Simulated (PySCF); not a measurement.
A PySCF script (with the pyscf-properties extension) for the NMR shieldings of SMILES c12ccccc1[C@@H](CC=C)C2, C11H12, on a GFN2-xTB geometry:

```python
import basis_set_exchange as bse
import numpy as np
from pyscf import gto, dft
from pyscf.prop import nmr

atoms = """
C     3.698242    0.940444   -0.218157
C     2.983287   -0.159708   -0.078138
C     1.640387   -0.386202   -0.694652
C     0.575335   -0.598365    0.380525
C     0.152637    0.677415    1.171248
C    -1.225299    0.481284    0.593764
C    -2.501294    0.983920    0.554024
C    -3.401789    0.281298   -0.248597
C    -3.028763   -0.852393   -0.953050
C    -1.729096   -1.358933   -0.903922
C    -0.851059   -0.660379   -0.114748
H     4.659529    1.061203    0.252154
H     3.355292    1.766736   -0.819977
H     3.351860   -0.973878    0.533487
H     1.676775   -1.278136   -1.327732
H     1.362731    0.464729   -1.320093
H     0.856672   -1.435784    1.023543
H     0.216007    0.592156    2.255006
H     0.658696    1.587677    0.854075
H    -2.810724    1.864858    1.097261
H    -4.421443    0.631921   -0.325305
H    -3.767087   -1.358576   -1.558776
H    -1.455647   -2.244302   -1.458939
"""
names = dict.fromkeys(["C", "H"], "pcSseg-1")
basis = {el: gto.basis.parse(bse.get_basis(n, elements=[el], fmt="nwchem")) for el, n in names.items()}
mol = gto.M(atom=atoms, basis=basis, charge=0, verbose=0)
mf = dft.RKS(mol, xc="PBE0")
mf.grids.level = 2
mf.grids.alignment = dft.numint.BLKSIZE   # the property module wants whole blocks of grid points
mf.conv_tol = 1e-9
mf.kernel()

calc = nmr.RKS(mf)   # GIAO
C = mf.mo_coeff
Co = C[:, mf.mo_occ > 0]
resp = mf.gen_response(singlet=True, hermi=2)
def vind(x):   # induced exchange potential for any number of trial vectors
    d = np.einsum("pi,xij,qj->xpq", C, 2 * x.reshape(-1, C.shape[1], Co.shape[1]), Co, optimize=True)
    return np.einsum("xpq,pi,qj->xij", resp(d - d.transpose(0, 2, 1)), C, Co, optimize=True).ravel()
mo1, _ = nmr.rhf.solve_mo1(calc, with_cphf=vind)
sigma = calc.kernel(mo1)
for i, s in enumerate(sigma):   # ppm
    print("%2d %-2s %9.2f" % (i, mol.atom_pure_symbol(i), np.trace(s) / 3))
```

Problem. What does it print?

Solution. 
```
 0 C      64.47
 1 C      39.47
 2 C     141.00
 3 C     142.91
 4 C     150.29
 5 C      37.06
 6 C      58.62
 7 C      54.16
 8 C      54.99
 9 C      60.77
10 C      31.95
11 H      26.36
12 H      26.27
13 H      25.48
14 H      28.72
15 H      29.84
16 H      28.30
17 H      28.43
18 H      28.90
19 H      24.33
20 H      24.19
21 H      24.22
22 H      24.33
```

These numbers come from an equivalent density-fitted implementation of the same equations, which agrees with the script to about 0.01 ppm for H and up to a few tenths of a ppm for heavy atoms, so last digits may differ.

Problem. Turn these shieldings into chemical shifts. Shifts are taken against calculated references (same method and geometry level): 13C (σref 186.93), 1H (σref 31.72) vs TMS.

Solution. Averaging equivalent atoms: C 10: 155.0; C 5: 149.9; C 1: 147.5; C 7: 132.8; C 8: 131.9; C 6: 128.3; C 9: 126.2; C 0: 122.5; C 2: 45.9; C 3: 44.0; C 4: 36.6; H 20: 7.53; H 21: 7.50; H 19: 7.39; H 22: 7.39; H 13: 6.23; H 12: 5.45; H 11: 5.35; H 16: 3.42; H 17: 3.28; H 14: 3.00; H 18: 2.82; H 15: 1.88 ppm. 

Size and cost of the density-fitted run: 247 basis functions, 3 min wall time (2.5 min CPU) on 1 thread of an Intel Xeon, shared host; peak memory 1.1 GiB.
